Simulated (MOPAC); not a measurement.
MOPAC input (PM6):

```
PM6 PRECISE GNORM=0.05 LET XYZ GEO-OK AUX(PRECISION=9) THREADS=1
C2H10O2Si2

Si   -3.24254500 1    0.12090800 1    0.65960500 1
O    -1.69788200 1   -0.41151600 1    0.45070000 1
C    -0.62734100 1    0.42395300 1    0.03877300 1
C     0.62734100 1   -0.42395300 1   -0.03877300 1
O     1.69788200 1    0.41151600 1   -0.45070000 1
Si    3.24254500 1   -0.12090800 1   -0.65960500 1
H    -3.29696100 1    1.18623400 1    1.69229300 1
H    -3.78359900 1    0.67637500 1   -0.60650900 1
H    -4.03130200 1   -1.05099700 1    1.08649900 1
H    -0.47152400 1    1.24041800 1    0.75215800 1
H    -0.83045300 1    0.86436200 1   -0.94336600 1
H     0.83045300 1   -0.86436200 1    0.94336600 1
H     0.47152400 1   -1.24041800 1   -0.75215800 1
H     3.78359900 1   -0.67637500 1    0.60650900 1
H     4.03130200 1    1.05099700 1   -1.08649900 1
H     3.29696100 1   -1.18623400 1   -1.69229300 1
```

From the output:

```
                                                       MOPAC v23.2.5 Linux

          FINAL HEAT OF FORMATION =       -137.05087 KCAL/MOL =    -573.42084 KJ/MOL

          COSMO AREA              =        182.03 SQUARE ANGSTROMS
          COSMO VOLUME            =        180.85 CUBIC ANGSTROMS

          GRADIENT NORM           =          0.00827          =       0.00207 PER ATOM
          IONIZATION POTENTIAL    =         10.929687 EV
          HOMO LUMO ENERGIES (EV) =        -10.930 -0.021
          NO. OF FILLED LEVELS    =         19
          MOLECULAR WEIGHT        =        122.2708         POINT GROUP:  C2h

          MOLECULAR DIMENSIONS (Angstroms)

            Atom       Atom       Distance
            H    16    H     7     8.23443
            H    14    H     8     4.60157
            H    15    H     9     3.86454

          SCF CALCULATIONS        =         36

   ATOM   CHEMICAL          X               Y               Z
  NUMBER   SYMBOL      (ANGSTROMS)     (ANGSTROMS)     (ANGSTROMS)

     1      Si         -3.22042821  *   0.01199010  *   0.67907901  *
     2       O         -1.72099856  *   0.36423056  *   0.28377439  *
     3       C         -0.40173593  *   0.65672066  *  -0.06056265  *
     4       C          0.40171283  *  -0.65669859  *   0.06048563  *
     5       O          1.72101358  *  -0.36417994  *  -0.28367277  *
     6      Si          3.22044273  *  -0.01201657  *  -0.67905023  *
     7       H         -3.59215731  *   0.82339091  *   1.83580947  *
     8       H         -4.07855571  *   0.31295374  *  -0.46443520  *
     9       H         -3.27643017  *  -1.41108999  *   1.00671972  *
    10       H         -0.03827162  *   1.43570233  *   0.64118453  *
    11       H         -0.40676543  *   1.04998135  *  -1.09819939  *
    12       H          0.40660104  *  -1.05003148  *   1.09809841  *
    13       H          0.03834493  *  -1.43563488  *  -0.64136434  *
    14       H          4.07860984  *  -0.31300382  *   0.46441868  *
    15       H          3.27650004  *   1.41104758  *  -1.00673635  *
    16       H          3.59206762  *  -0.82345394  *  -1.83578649  *

                             CARTESIAN COORDINATES

   1   Si       -3.220428212     0.011990104     0.679079014
   2    O       -1.720998561     0.364230560     0.283774388
   3    C       -0.401735925     0.656720662    -0.060562648
   4    C        0.401712834    -0.656698588     0.060485634
   5    O        1.721013580    -0.364179941    -0.283672767
   6   Si        3.220442732    -0.012016566    -0.679050232
   7    H       -3.592157313     0.823390911     1.835809468
   8    H       -4.078555709     0.312953742    -0.464435196
   9    H       -3.276430167    -1.411089994     1.006719718
  10    H       -0.038271620     1.435702330     0.641184531
  11    H       -0.406765428     1.049981346    -1.098199391
  12    H        0.406601037    -1.050031479     1.098098412
  13    H        0.038344928    -1.435634877    -0.641364337
  14    H        4.078609837    -0.313003821     0.464418677
  15    H        3.276500042     1.411047582    -1.006736348
  16    H        3.592067620    -0.823453935    -1.835786491

           Empirical Formula: C2 H10 O2 Si2  =    16 atoms

      MOLECULAR POINT GROUP   :   C2h

                  EIGENVALUES
 -30.92064 -30.13446 -26.98497 -24.04800 -19.69770 -19.37664 -18.04865 -16.79955
 -16.23452 -15.97915 -15.44556 -14.23099 -12.99059 -12.37116 -12.23864 -11.13309
 -11.03638 -10.97841 -10.92969  -0.02117   0.02737   0.89322   0.93301   0.93366
   0.94218   0.94232   1.82846   1.93538   2.17107   2.18099   2.21787   2.94806
   3.75215   3.89418   4.41633   4.67133   4.85821   4.86529   4.88178   4.89674
   4.93094   4.95759   5.61525   5.64354

              NET ATOMIC CHARGES AND DIPOLE CONTRIBUTIONS

  ATOM NO.   TYPE          CHARGE      No. of ELECS.   s-Pop       p-Pop       d-Pop
    1         Si           0.233332        3.7667     1.15862     1.65445     0.95360
    2          O          -0.514232        6.5142     1.60120     4.91304
    3          C           0.033601        3.9664     1.11000     2.85640
    4          C           0.033600        3.9664     1.11000     2.85640
    5          O          -0.514231        6.5142     1.60119     4.91304
    6         Si           0.233334        3.7667     1.15862     1.65444     0.95361
    7          H          -0.015145        1.0151     1.01515
    8          H          -0.015153        1.0152     1.01515
    9          H          -0.018252        1.0183     1.01825
   10          H           0.147928        0.8521     0.85207
   11          H           0.147921        0.8521     0.85208
   12          H           0.147927        0.8521     0.85207
   13          H           0.147923        0.8521     0.85208
   14          H          -0.015151        1.0152     1.01515
   15          H          -0.018252        1.0183     1.01825
   16          H          -0.015149        1.0151     1.01515
 DIPOLE           X         Y         Z       TOTAL
 POINT-CHG.    -0.000    -0.000    -0.000     0.000
 HYBRID         0.000     0.000     0.000     0.000
 SUM           -0.000    -0.000    -0.000     0.000

          ATOMIC ORBITAL ELECTRON POPULATIONS

     Atom    s        px        py        pz      x^2-y^2     xz        z^2       yz        xy
    1 Si   1.15862   0.33484   0.66031   0.65929   0.24686   0.28892   0.12927   0.14982   0.13874
    2  O   1.60120   1.36708   1.77461   1.77135
    3  C   1.11000   0.72458   1.01635   1.11548
    4  C   1.11000   0.72455   1.01634   1.11551
    5  O   1.60119   1.36706   1.77461   1.77137
    6 Si   1.15862   0.33485   0.66032   0.65928   0.24685   0.28889   0.12927   0.14984   0.13875
    7  H   1.01515
    8  H   1.01515
    9  H   1.01825
   10  H   0.85207
   11  H   0.85208
   12  H   0.85207
   13  H   0.85208
   14  H   1.01515
   15  H   1.01825
   16  H   1.01515

 **********************
 *                    *
 * JOB ENDED NORMALLY *
 *                    *
 **********************

 == MOPAC DONE ==
```

The geometry given is a B3LYP-D3(BJ)/def2-TZVP minimum.
